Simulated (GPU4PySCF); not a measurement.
GPU4PySCF job for C22H12Se2, SMILES c1ccc2cc3c(cc2c1)[se]c1c2cc4ccccc4cc2[se]c31, B3LYP-D3(BJ)/def2-SVP. 

```python
import numpy as np
import cupy as cp
from pyscf import gto, lo
from gpu4pyscf import dft
from pyscf.geomopt import geometric_solver

mol = gto.M(
    atom='''
    C    -6.82280000   -0.21560000   -0.20240000
    C    -6.57430000    0.69620000    0.83800000
    C    -5.29250000    1.00970000    1.18620000
    C    -4.19480000    0.42740000    0.51260000
    C    -2.87070000    0.73650000    0.85540000
    C    -1.82080000    0.15320000    0.18270000
    C    -2.08550000   -0.77080000   -0.86940000
    C    -3.36780000   -1.08930000   -1.22420000
    C    -4.44790000   -0.49810000   -0.54190000
    C    -5.78660000   -0.79770000   -0.87470000
    Se   -0.49300000   -1.44900000   -1.65240000
    C     0.42540000   -0.35950000   -0.41490000
    C     1.82070000   -0.16260000   -0.19790000
    C     2.87680000   -0.74240000   -0.86440000
    C     4.19880000   -0.42900000   -0.51420000
    C     5.30350000   -1.00680000   -1.18010000
    C     6.58170000   -0.68770000   -0.82360000
    C     6.82130000    0.22560000    0.21770000
    C     5.77870000    0.80330000    0.88330000
    C     4.44380000    0.49750000    0.54140000
    C     3.35810000    1.08490000    1.21680000
    C     2.07940000    0.76220000    0.85520000
    Se    0.48630000    1.43940000    1.63510000
    C    -0.42550000    0.34850000    0.39630000
    H    -7.84320000   -0.45240000   -0.46580000
    H    -7.40730000    1.14550000    1.35800000
    H    -5.09240000    1.70970000    1.98480000
    H    -2.66480000    1.43780000    1.65410000
    H    -3.56320000   -1.79070000   -2.02320000
    H    -5.97710000   -1.49910000   -1.67480000
    H     2.67870000   -1.44470000   -1.66420000
    H     5.11290000   -1.70840000   -1.97970000
    H     7.41990000   -1.13370000   -1.33810000
    H     7.83900000    0.46670000    0.48720000
    H     5.95930000    1.50590000    1.68440000
    H     3.54610000    1.78730000    2.01680000
    ''',
    basis='def2-SVP',
    charge=0,
    spin=0,
    max_memory=12000,
    verbose=3,
)
mf = dft.RKS(mol, xc='b3lyp').density_fit(auxbasis='def2-universal-jkfit')
mf.disp = 'd3bj'
mf.grids.atom_grid = (99, 590)
mf.conv_tol = 1e-9
mf.max_cycle = 100
mf.kernel()
conv, mol_eq = geometric_solver.kernel(mf, convergence_set='GAU', maxsteps=150)
print(mol_eq.tostring(format='xyz'))
mf.reset(mol_eq)
mf.kernel()
```

It prints:

```
[...]
   C  -3.394534  -1.094982  -1.229390   -0.001140 -0.000583 -0.000681
   C  -4.489917  -0.503243  -0.547233   -0.001074 -0.000543 -0.000634
   C  -5.838260  -0.808312  -0.887133   -0.000985 -0.000658 -0.000781
  Se  -0.501220  -1.448777  -1.650963   -0.001455  0.000360  0.000403
   C   0.425687  -0.353761  -0.406423   -0.000349 -0.000040 -0.000032
   C   1.837477  -0.161984  -0.195947   -0.000157 -0.000231 -0.000250
   C   2.903062  -0.744895  -0.867761    0.000452  0.000279  0.000320
   C   4.237729  -0.432429  -0.519180    0.000559  0.000121  0.000142
   C   5.349489  -1.016827  -1.192960    0.001074  0.000492  0.000555
   C   6.640739  -0.698915  -0.837986    0.001479 -0.000236 -0.000274
   C   6.887715   0.223473   0.213270    0.000095 -0.000112 -0.000114
   C   5.838291   0.807970   0.886818    0.000096 -0.000086 -0.000077
   C   4.489884   0.503034   0.547035    0.000008  0.000159  0.000200
   C   3.394732   1.094962   1.229392   -0.000041  0.000170  0.000222
   C   2.105649   0.771472   0.868016    0.000159 -0.000256 -0.000268
  Se   0.501323   1.449376   1.651625    0.000143 -0.000275 -0.000277
   C  -0.425716   0.354411   0.407101   -0.000215 -0.000043 -0.000026
   H  -7.916958  -0.468333  -0.486314   -0.000126  0.000842  0.000913
   H  -7.481840   1.155155   1.363926    0.001334  0.000188  0.000176
   H  -5.156071   1.726422   2.001699    0.001386  0.000542  0.000611
   H  -2.717104   1.455367   1.677583   -0.001080 -0.000226 -0.000228
   H  -3.593500  -1.803544  -2.036941   -0.000727 -0.000637 -0.000760
   H  -6.026571  -1.518439  -1.696469   -0.001613 -0.000589 -0.000708
   H   2.716360  -1.455207  -1.677434    0.000735  0.000280  0.000310
   H   5.156005  -1.726341  -2.001583    0.000988  0.000522  0.000582
   H   7.482052  -1.155626  -1.364378    0.001534 -0.000202 -0.000239
   H   7.916954   0.467987   0.486037   -0.000087  0.000170  0.000210
   H   6.026684   1.518082   1.696150    0.000186 -0.000110 -0.000098
   H   3.594063   1.803467   2.036893   -0.000259  0.000199  0.000266
converged SCF energy = -5647.69328909108
--------------- DFRKS_Scanner gradients ---------------
         x                y                z
0 C     0.0000231675    -0.0000040037    -0.0000042906
1 C     0.0000846854    -0.0000350055    -0.0000409043
2 C     0.0000093788     0.0000774923     0.0000879198
3 C    -0.0000026864    -0.0000380611    -0.0000437248
4 C    -0.0000473401     0.0000072523     0.0000085341
5 C     0.0000652764    -0.0000271454    -0.0000315987
6 C     0.0000169960     0.0000049937     0.0000058900
7 C    -0.0000118186     0.0000236723     0.0000282864
8 C    -0.0000428034    -0.0000099413    -0.0000107703
9 C    -0.0000409208    -0.0000337989    -0.0000375712
10 Se    -0.0000182682    -0.0000185258    -0.0000195061
11 C    -0.0000105052    -0.0000071935    -0.0000087262
12 C     0.0000160546     0.0000397574     0.0000459859
13 C    -0.0000151367    -0.0000135775    -0.0000152040
14 C    -0.0000922302    -0.0000292465    -0.0000324636
15 C     0.0000480931     0.0000803260     0.0000918633
16 C     0.0000723464    -0.0000614660    -0.0000701551
17 C    -0.0001070422    -0.0000104268    -0.0000116485
18 C     0.0000345618     0.0000416484     0.0000465833
19 C     0.0000479484    -0.0000099562    -0.0000120264
20 C     0.0000166525    -0.0000831053    -0.0000959257
21 C    -0.0001031514     0.0000362066     0.0000416608
22 Se    -0.0000027750     0.0000321109     0.0000358102
23 C     0.0000369819     0.0000440410     0.0000492295
24 H     0.0000065324    -0.0000048596    -0.0000052080
25 H     0.0000147499    -0.0000007504    -0.0000014418
26 H     0.0000070504     0.0000086301     0.0000087319
27 H     0.0000071892    -0.0000028679    -0.0000043813
28 H     0.0000001896     0.0000035362     0.0000052735
29 H    -0.0000022060    -0.0000048249    -0.0000044249
30 H     0.0000000896    -0.0000039931    -0.0000036166
31 H     0.0000011297     0.0000121538     0.0000149518
32 H     0.0000110425    -0.0000032662    -0.0000032799
33 H    -0.0000111398    -0.0000054325    -0.0000065565
34 H    -0.0000013419     0.0000064088     0.0000062298
35 H    -0.0000107705    -0.0000107750    -0.0000135133
----------------------------------------------
cycle 8: E = -5647.69328909  dE = -3.94165e-06  norm(grad) = 0.000388785
Step    7 : Displace = 1.039e-03/1.856e-03 (rms/max) Trust = 1.029e-03 (-) Grad = 6.480e-05/1.312e-04 (rms/max) E (change) = -5647.6932890911 (-3.942e-06) Quality = 0.892
Hessian Eigenvalues: 2.29994e-02 2.30000e-02 2.30000e-02 ... 5.81574e-01 6.46096e-01 6.64064e-01

Geometry optimization cycle 9
Cartesian coordinates (Angstrom)
 Atom        New coordinates             dX        dY        dZ
   C  -6.888194  -0.223453  -0.213213   -0.000500  0.000391  0.000389
   C  -6.641175   0.698924   0.838036   -0.000727  0.000401  0.000425
   C  -5.349874   1.016804   1.192961   -0.000430 -0.000073 -0.000092
   C  -4.238105   0.432397   0.519155   -0.000150  0.000126  0.000134
   C  -2.903456   0.744952   0.867824   -0.000011 -0.000059 -0.000054
   C  -1.837754   0.162141   0.196108   -0.000268 -0.000276 -0.000302
   C  -2.106348  -0.771288  -0.867826   -0.000682 -0.000224 -0.000269
   C  -3.395185  -1.095286  -1.229773   -0.000651 -0.000304 -0.000383
   C  -4.490066  -0.503103  -0.547109   -0.000149  0.000141  0.000124
   C  -5.838582  -0.807827  -0.886637   -0.000323  0.000486  0.000496
  Se  -0.501803  -1.449068  -1.651319   -0.000582 -0.000292 -0.000356
   C   0.425801  -0.354348  -0.407079    0.000114 -0.000586 -0.000656
   C   1.837758  -0.162593  -0.196626    0.000281 -0.000609 -0.000679
   C   2.903837  -0.745087  -0.867978    0.000775 -0.000191 -0.000217
   C   4.238329  -0.432286  -0.519007    0.000600  0.000143  0.000174
   C   5.349949  -1.016817  -1.192949    0.000460  0.000010  0.000012
   C   6.640982  -0.698479  -0.837479    0.000243  0.000436  0.000507
   C   6.888432   0.223842   0.213716    0.000718  0.000369  0.000447
   C   5.838529   0.807976   0.886866    0.000238  0.000006  0.000048
   C   4.490017   0.503248   0.547314    0.000134  0.000214  0.000278
   C   3.394838   1.095214   1.229728    0.000106  0.000252  0.000335
   C   2.106183   0.770867   0.867362    0.000534 -0.000606 -0.000654
  Se   0.501549   1.448472   1.650650    0.000226 -0.000904 -0.000975
   C  -0.425789   0.353708   0.406328   -0.000072 -0.000703 -0.000773
   H  -7.917414  -0.468021  -0.486033   -0.000456  0.000312  0.000281
   H  -7.482457   1.155658   1.364464   -0.000617  0.000503  0.000538
   H  -5.156390   1.726321   2.001593   -0.000320 -0.000101 -0.000106
   H  -2.716857   1.455272   1.677507    0.000247 -0.000095 -0.000075
   H  -3.594428  -1.803816  -2.037308   -0.000927 -0.000271 -0.000366
   H  -6.027002  -1.517930  -1.695963   -0.000431  0.000510  0.000506
   H   2.717630  -1.455435  -1.677710    0.001270 -0.000227 -0.000276
   H   5.156672  -1.726364  -2.001626    0.000667 -0.000022 -0.000042
   H   7.482330  -1.155148  -1.363832    0.000278  0.000478  0.000547
   H   7.917649   0.468423   0.486566    0.000695  0.000435  0.000529
   H   6.026754   1.518090   1.696217    0.000071  0.000009  0.000066
   H   3.593710   1.803789   2.037327   -0.000352  0.000322  0.000434
converged SCF energy = -5647.69328877563
--------------- DFRKS_Scanner gradients ---------------
         x                y                z
0 C     0.0000273529    -0.0000027683    -0.0000029270
1 C    -0.0000785389     0.0000539916     0.0000616781
2 C    -0.0000310507    -0.0000636410    -0.0000729585
3 C     0.0000147736     0.0000358675     0.0000405868
4 C    -0.0000147116    -0.0000193146    -0.0000222303
5 C     0.0000319539     0.0000187045     0.0000210432
6 C    -0.0001213887     0.0000571457     0.0000664549
7 C    -0.0000487536    -0.0000974904    -0.0001099876
8 C     0.0001110839     0.0000188251     0.0000211993
9 C     0.0000191653     0.0000133082     0.0000157862
10 Se    -0.0000127618     0.0000462636     0.0000541812
11 C     0.0000263570     0.0000188994     0.0000210873
12 C    -0.0000685514    -0.0000368619    -0.0000411970
13 C     0.0000687896     0.0000312791     0.0000355885
14 C     0.0000802819     0.0000217024     0.0000245523
15 C    -0.0000140366    -0.0000911114    -0.0001033884
16 C    -0.0001253750     0.0000625316     0.0000725162
17 C     0.0001703268     0.0000489048     0.0000544097
18 C    -0.0000282997    -0.0001072608    -0.0001229254
19 C    -0.0001400751     0.0000367217     0.0000423658
20 C     0.0000196870     0.0001310715     0.0001485733
21 C     0.0001400046    -0.0000799876    -0.0000925231
22 Se     0.0000225518    -0.0000548321    -0.0000635326
23 C    -0.0000389506    -0.0000450009    -0.0000517948
24 H     0.0000003568     0.0000069361     0.0000083456
25 H    -0.0000142383     0.0000017644     0.0000015357
26 H    -0.0000068690    -0.0000062819    -0.0000081780
27 H     0.0000038482    -0.0000017331    -0.0000029957
28 H    -0.0000030860    -0.0000140387    -0.0000147391
29 H     0.0000069875     0.0000018184     0.0000031314
30 H    -0.0000054785     0.0000091663     0.0000114247
31 H    -0.0000044251    -0.0000136330    -0.0000144601
32 H    -0.0000119477     0.0000099288     0.0000119720
33 H     0.0000186539     0.0000032678     0.0000031563
34 H    -0.0000038912    -0.0000139130    -0.0000169850
35 H     0.0000102729     0.0000197673     0.0000212150
----------------------------------------------
cycle 9: E = -5647.69328878  dE = 3.15445e-07  norm(grad) = 0.000582926
Step    8 : Displace = 7.553e-04/1.349e-03 (rms/max) Trust = 1.456e-03 (+) Grad = 9.715e-05/1.991e-04 (rms/max) E (change) = -5647.6932887756 (+3.154e-07) Quality = -0.478
Hessian Eigenvalues: 2.29994e-02 2.30000e-02 2.30000e-02 ... 5.81574e-01 6.46096e-01 6.64064e-01
Converged! =D

36
XYZ from PySCF
C          -6.88819432       -0.22345344       -0.21321317
C          -6.64117492        0.69892443        0.83803587
C          -5.34987428        1.01680356        1.19296123
C          -4.23810506        0.43239682        0.51915497
C          -2.90345585        0.74495162        0.86782410
C          -1.83775405        0.16214110        0.19610815
C          -2.10634777       -0.77128763       -0.86782591
C          -3.39518490       -1.09528580       -1.22977329
C          -4.49006613       -0.50310252       -0.54710891
C          -5.83858248       -0.80782652       -0.88663662
Se         -0.50180252       -1.44906817       -1.65131909
C           0.42580094       -0.35434770       -0.40707931
C           1.83775770       -0.16259320       -0.19662602
C           2.90383735       -0.74508684       -0.86797825
C           4.23832909       -0.43228619       -0.51900663
C           5.34994868       -1.01681694       -1.19294851
C           6.64098232       -0.69847862       -0.83747922
C           6.88843237        0.22384175        0.21371639
C           5.83852921        0.80797612        0.88686557
C           4.49001745        0.50324758        0.54731358
C           3.39483757        1.09521394        1.22972751
C           2.10618298        0.77086657        0.86736174
Se          0.50154941        1.44847208        1.65065008
C          -0.42578874        0.35370754        0.40632803
H          -7.91741370       -0.46802074       -0.48603315
H          -7.48245694        1.15565800        1.36446434
H          -5.15639039        1.72632083        2.00159282
H          -2.71685731        1.45527177        1.67750746
H          -3.59442765       -1.80381577       -2.03730767
H          -6.02700179       -1.51792954       -1.69596290
H           2.71762964       -1.45543460       -1.67771006
H           5.15667197       -1.72636352       -2.00162581
H           7.48233003       -1.15514808       -1.36383158
H           7.91764913        0.46842277        0.48656574
H           6.02675435        1.51809042        1.69621673
H           3.59371035        1.80378859        2.03732673
converged SCF energy = -5647.69328877562
```

The calculation finished and met its thresholds.
